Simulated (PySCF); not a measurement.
C3H8Si2, SMILES C=C1[SiH2][SiH2]C1.

Coordinates come from a B3LYP-D3(BJ)/def2-SVP optimisation. This is a generated structure with no PubChem entry under its InChIKey; it may be hypothetical.

Vertical ionisation energy (IE) and electron affinity (EA) in eV. Rows of orbital energies are one-electron estimates. Where ΔSCF, EOM or ADC give a negative EA the extra electron is unbound and the value depends on the basis.

| level | IE | EA |
|---|---|---|
| −ε(HOMO), −ε(LUMO), B3LYP/def2-TZVP (PySCF) | 7.07 | 0.89 |
| −ε(HOMO), −ε(LUMO), PBE/def2-TZVP (PySCF) | 6.23 | 1.65 |
